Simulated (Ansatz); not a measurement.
`S[SiH2][SnH3]` + NH₃ → `N[SiH2]S` + `[SnH4]` at 600 K and 1 bar (cleavage of the Si–Sn bond).

Computed with Ansatz on PBE0-D4/def2-TZVP structures; ΔE is electronic, products minus reactants. CCSD(T)/CBS is the MP2 limit (def2-TZVPP, def2-QZVPP) plus CCSD(T) − MP2 in def2-TZVPP, frozen cores. This one scheme is used for every species. def2 core potentials past Kr. For Sn outer-core shells are correlated without core-valence functions, which leaves a few kJ/mol of doubt a bond. One conformer a species, not always the lowest.

```tsv
species	CCSD(T)/CBS energy (Eh)	H − E (kJ/mol)	S (J/(mol·K))
`S[SiH2][SnH3]`	-904.49431	184.4	453.2
NH₃	-56.50880	112.4	219.5
`N[SiH2]S`	-744.61970	188.2	388.3
`[SnH4]`	-216.39156	98.5	271.3
```

H − E and S are ideal-gas, rigid-rotor, harmonic terms from PBE0-D4/def2-TZVP, for one conformer and one mirror image of each species. 1 Eh = 2625.50 kJ/mol, R = 8.31446 J/(mol·K).

By hand: ΔE, ΔH, ΔS and ΔG.

ΔE = (-744.61970) + (-216.39156) − (-904.49431) − (-56.50880) = -0.00815 Eh = -21.4 kJ/mol. Δ(H − E) = 188.2 + 98.5 − 184.4 − 112.4 = -10.1, so ΔH = -31.5 kJ/mol. ΔS = 388.3 + 271.3 − 453.2 − 219.5 = -13.1 J/(mol·K). ΔG = -31.5 − 600 × (-13.1)/1000 = -23.6 kJ/mol.

By hand: the equilibrium constant, and the temperature at which ΔG would vanish if ΔH and ΔS stayed fixed.

log₁₀ K = −ΔG/(RT ln 10) = 2.1. ΔG = 0 at ΔH/ΔS = 2405 K, though so small a ΔS makes that figure unsure.

The number of gas molecules stays the same, so ΔS is small and ΔH decides. A doubt of 5 kJ/mol in ΔE shifts log₁₀ K by 0.4 here. Other conformers and mirror images would add mixing entropy, several J/(mol·K) or more a flexible species. These are equilibria of isolated gas molecules and say nothing of rates. Largest T1 diagnostic: 0.013 (customary marks: 0.02 for closed shells, 0.045 for open ones).
